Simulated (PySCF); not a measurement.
Species: bromine monofluoride, BrF.
Geometry (PBE0-D3(BJ)/def2-SVP, Å), atoms numbered from 1 in this order:
```xyz
2
BrF angstrom
F     -0.6977    0.4485   -0.1505
Br     0.7419   -0.5388    0.1566
```

Level of theory: core-valence-separated Tamm–Dancoff BHandHLYP/aug-pcX-1 (def2-SVPD on Br) in PySCF, non-relativistic, gas phase, PBE0-D3(BJ)/def2-SVP geometry. BHandHLYP without relativity tends to put these K edges a few eV too low, so spacings mean more than positions.

The lowest roots of each edge with f over 0.003 (five at most, numbered afresh; weaker and dark ones are left out), with transition dipoles (au) in the frame of the coordinates:

```
root  edge  E (eV)      μx       μy       μz
   1     F  679.54  0.0437  -0.0299   0.0093
   2     F  689.39  0.0072   0.0113   0.0023
   3     F  689.39  0.0032   0.0007  -0.0132
   4     F  690.59  0.0146   0.0216   0.0011
   5     F  690.59  0.0043  -0.0016  -0.0257
```

Question: What are the oscillator strengths?

Answer: f = (2/3) ΔE |μ|², with ΔE in hartree (27.2114 eV):

```json
{"root": "1", "ΔE (Eh)": "24.9727", "|μ|² (au)": "0.002884", "f": "0.048", "core hole on": "F1"}
{"root": "2", "ΔE (Eh)": "25.3347", "|μ|² (au)": "0.000184", "f": "0.003", "core hole on": "F1"}
{"root": "3", "ΔE (Eh)": "25.3347", "|μ|² (au)": "0.000184", "f": "0.003", "core hole on": "F1"}
{"root": "4", "ΔE (Eh)": "25.3786", "|μ|² (au)": "0.000682", "f": "0.012", "core hole on": "F1"}
{"root": "5", "ΔE (Eh)": "25.3786", "|μ|² (au)": "0.000682", "f": "0.012", "core hole on": "F1"}
```

Question: What is the unit vector of the molecular axis, and which share of each root's |μ|² lies along it?

Answer: (-0.81, 0.56, -0.17), up to sign.

```
root  core hole on  share along it  final orbital
   1            F1            1.00              σ
   2            F1            0.00              π
   3            F1            0.00              π
   4            F1            0.00              π
   5            F1            0.00              π
```

The 1s orbitals are σ, so light polarised along the axis reaches σ orbitals and light across it π orbitals.

Question: For fixed molecules, how does the intensity of root 1 change when the electric field is turned 45° away from the molecular axis?

Answer: Intensity goes as (E·μ)², and μ lies along that direction, so it falls to cos²45° = 0.50 of its maximum; it vanishes at 90°.

Question: Molecules are fixed in this frame and the field points along x. What effective strengths 3 f cos²θ do the roots have (θ between field and μ)?

Answer: root 1 (F1): 0.095, root 2 (F1): 0.003, root 3 (F1): 0.001, root 4 (F1): 0.011, root 5 (F1): 0.001. Root 1 is the strongest. Averaged over all orientations cos²θ is 1/3, which gives f back. For degenerate partners only the sum has meaning, as the program may mix them freely.

 The BHandHLYP/aug-pcX-1 (def2-SVPD on Br) calculation is non-relativistic and has no spin–orbit coupling, an omission that weighs most on bromine.
